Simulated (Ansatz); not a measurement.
Isolated molecules relaxed with PBE0-D4/def2-TZVP in Ansatz; ΔE leaves out vibrations. CCSD(T)/CBS adds triple-zeta CCSD(T) − MP2 to the extrapolated MP2 energy (def2 sets, frozen cores). This one scheme is used for every species. Functionals use def2-TZVPP. B3LYP here is the variant with VWN-RPA as its local correlation; programs differ in this. For Br outer-core shells are correlated without core-valence functions, which leaves a few kJ/mol of doubt a bond. Scalar relativity is left out up to krypton. One conformer a species, not always the lowest.

Reaction (formal hydrolysis of a B–Br bond): `SB(S)Br` + H₂O → `OB(S)S` + HBr

`SB(S)Br`:

```xyz
6

S    -1.225    0.783    0.297
B     0.307   -0.020   -0.172
S     0.754   -1.634    0.463
Br    1.557    0.796   -1.379
H    -1.053    1.899   -0.431
H    -0.340   -1.824    1.223
```

H₂O:

Z-matrix (Å, degrees):
```
O
H 1 0.960
H 1 0.960 2 105.1
```

`OB(S)S`:

Cartesian coordinates in Å:
```
O -0.823 -1.169 0.238
B -0.097 -0.041 0.031
S -0.841 1.597 0.312
S 1.619 -0.176 -0.529
H -1.724 -1.018 0.534
H 0.236 2.325 -0.019
H 1.631 -1.519 -0.567
```

HBr:

Z-matrix (Å, degrees):
```
Br
H 1 1.420
```

CCSD(T)/CBS gives -32.7 kJ/mol.

(1) Another level gave -41.9 kJ/mol. Which?
A. PBE0-D4/def2-TZVPP
B. MP2/def2-TZVPP
C. B3LYP/def2-TZVPP
D. r2SCAN/def2-TZVPP

Largest T1 diagnostic among the species: 0.013.

Answers

(1) D. r2SCAN -41.9, MP2/def2-TZVPP -29.9, PBE0-D4 -36.4, B3LYP -49.0 kJ/mol.

The D4 term adds +6.1 kJ/mol with B3LYP and +3.1 kJ/mol with PBE0; it sums over pairs of atoms, weighted by their polarisabilities, and B3LYP, whose exchange is more repulsive, gets the larger term. In def2-TZVPP, CCSD(T) changes the Hartree–Fock value by +18.4 kJ/mol (the triples alone add +3.4 kJ/mol) and MP2 by +27.8 kJ/mol.
